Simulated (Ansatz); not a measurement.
C$_{3}$H$_{11}$NSn (`CC[N](C)[SnH3]`), relaxed with RKS PBE-D4/def2-SVP in Ansatz 0.2.0 from a rough embedded geometry. The force threshold is 0.03 eV/Å; the program also tests the step.

The species carries charge 0 and has multiplicity 1. Sn: def2 effective core potential.

Start:

```xyz
16

C    -1.667    1.164   -0.126
C    -0.712    0.257   -0.763
N    -0.081   -0.626    0.254
C     0.485   -1.816   -0.515
Sn    1.436    0.362    1.217
H    -2.452    0.640    0.502
H    -2.233    1.802   -0.874
H    -1.184    1.895    0.565
H     0.062    0.875   -1.355
H    -1.286   -0.322   -1.520
H    -0.257   -2.379   -0.948
H     1.014   -2.435    0.269
H     1.250   -1.441   -1.164
H     2.403   -0.737    2.144
H     0.771    1.558    2.298
H     2.452    1.205    0.017
```

(1) By how much does the energy fall, and how many steps does the optimiser take? (Best estimate.)

(2) Which bonds change most? (Estimate.)

(3) Give the relaxed structure. (Estimate.)

Results:

(1) Computed: 58.94 kJ/mol, in 11 steps, 1 of them rejected.

(2) Computed: C4–H11 from 1.027 to 1.116 Å; N3–C4 from 1.526 to 1.452 Å; C1–C2 from 1.463 to 1.525 Å; C4–H13 from 1.070 to 1.123 Å.

(3) Ansatz gave: 
```xyz
16

C    -1.518    1.328   -0.143
C    -0.817    0.150   -0.811
N     0.050   -0.601    0.085
C     0.602   -1.783   -0.552
Sn    1.347    0.428    1.347
H    -2.083    0.998    0.753
H    -2.226    1.810   -0.845
H    -0.799    2.115    0.177
H    -0.276    0.513   -1.728
H    -1.594   -0.556   -1.197
H    -0.221   -2.466   -0.872
H     1.241   -2.353    0.154
H     1.214   -1.575   -1.470
H     2.290   -0.832    2.058
H     0.421    1.263    2.541
H     2.369    1.560    0.501
```
